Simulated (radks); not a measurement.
Values are calculated unless marked as measured or tabulated.
Problem. The platinum ion Pt13+ is in [Kr] 4d10 4f14 5s2 5p3. Code: a radial shooting solver on a logarithmic mesh with Libxc functionals. Model: scalar-relativistic Kohn-Sham, LDA (Slater exchange, Perdew-Wang correlation), spin-polarised, spherical densities, finite nucleus; Fermi nuclear charge, rms radius of each element as measured or else 0.836 A^(1/3) + 0.57 fm. Open shells are filled with parallel spins first. One electron is removed from 5s, 4d, 5p, 4f in turn, with full relaxation. Which removal costs least, and what does each cost?

Solution. 5p 294.17 eV; 4f 334.29 eV; 5s 343.30 eV; 4d 572.49 eV. The 5p electron leaves first.
